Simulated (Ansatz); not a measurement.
Si(OMe)2 (C₂H₆O₂Si), relaxed as a singlet with RKS PBE0-D4/def2-SVP in Ansatz, starting from the GFN2-xTB geometry. Force threshold 0.02 eV/Å.

Another isomer (singlet) lies 0.48 eV lower at PBE0-D4/def2-TZVP; other spin states weren't run for this one.

Start:

Cartesian coordinates in Å:
```
C 0.170 2.551 -0.158
C -0.066 -2.560 0.062
O 0.269 1.175 -0.233
O 0.164 -1.211 -0.131
Si -0.611 0.051 0.561
H -0.790 2.897 -0.555
H 0.976 2.987 -0.751
H 0.259 2.899 0.876
H 0.080 -2.839 1.110
H 0.636 -3.121 -0.556
H -1.088 -2.830 -0.225
```

| step | energy (eV) | largest force component (eV/Å) | SCF passes |
| --- | --- | --- | --- |
| 1 | -14126.6023 | 0.928 | 23 |
| 2 | -14126.6743 | 0.573 | 28 |
| 3 | -14126.6850 | 0.107 | 29 |
| 4 | -14126.6939 | 0.511 | 29 |
| 5 | -14126.7280 | 0.244 | 33 |
| 6 | -14126.7582 | 0.098 | 33 |
| 7 | -14126.7640 | 0.012 | 29 |
| 8 | -14126.7643 | 0.039 | 28 |
| 9 (rejected) | -14126.7630 | 0.141 | 29 |
| 10 | -14126.7644 | 0.006 | 30 |

Force components are those of the run's own axes.

End:

```xyz
11

C     0.121    2.605   -0.167
C    -0.125   -2.610    0.060
O     0.042    1.233   -0.437
O    -0.076   -1.265   -0.329
Si    0.030    0.030    0.713
H    -0.755    3.122   -0.592
H     1.024    3.030   -0.634
H     0.158    2.829    0.916
H    -0.080   -2.742    1.157
H     0.719   -3.160   -0.385
H    -1.058   -3.072   -0.302
```

By distances, no bond broke or formed. The bond that changes most is O3–Si5, from 1.63 to 1.67 Å (atoms count from 1).

The force fell under the threshold at step 7, but the optimiser went on. No frequencies were taken in this run, so the end may be a saddle point.

It took 33 s on 2 threads of Intel Xeon Platinum 8259CL on a shared host.
